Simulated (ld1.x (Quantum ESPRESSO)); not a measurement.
# C (Z = 6) TM: all-electron and pseudo phase curves

C, norm-conserving Troullier–Martins (Kleinman–Bylander form), made with ld1.x (Quantum ESPRESSO) 7.5 (LDA (PZ), scalar-relativistic). Core [He], reference 2s2 2p2. Waves: 2s (bound): rc 0.80 bohr; 2p (bound): rc 2.30 bohr; 3d channel at 0.35 Ry: rc 1.85 bohr. Local part: the d channel. Core correction: none.

The phase is arctan(r·u′/u) with u = r·R(r), unwrapped; energies in Ry, scanned from -3 to 5 Ry. A pole is an energy at which the radial function vanishes at the test radius. The pseudo phase is shifted by a multiple of π to meet the all-electron one at the reference energy, and phase errors are pseudo minus all-electron; the curves can meet again beyond the range given. Levels narrower than the energy grid can be missing from the lists of poles.

Problem. For each channel, where are the poles, and over which energies does the pseudopotential scatter like the atom?

Solution.

| channel | radius (bohr) | reference energy (Ry) | poles, all-electron | poles, pseudo | unbroken range about the reference energy with phases within 0.05 rad | phase error 1 Ry above the reference energy (rad) |
| --- | --- | --- | --- | --- | --- | --- |
| s | 2.50 | -1.00 | -0.57 | -0.57 | below 1.7 | -0.001 |
| p | 2.50 | -0.40 | 0.07 | 0.08 | below 1.4 | +0.009 |
| d | 2.50 | 0.35 | 3.43 | 3.44 | the whole range | +0.001 |

Phases in the p channel:

```tsv
E (Ry)	all-electron	pseudo
-3.00	1.325	1.325
-2.52	1.298	1.298
-2.04	1.257	1.258
-1.56	1.188	1.189
-1.08	1.026	1.027
-0.60	0.131	0.133
-0.12	-1.427	-1.425
0.36	-1.693	-1.687
0.84	-1.838	-1.824
1.32	-2.015	-1.977
1.80	-2.386	-2.255
2.28	-3.355	-2.955
2.76	-4.144	-3.897
3.24	-4.422	-4.302
3.72	-4.548	-4.471
4.20	-4.623	-4.562
4.68	-4.674	-4.621
```
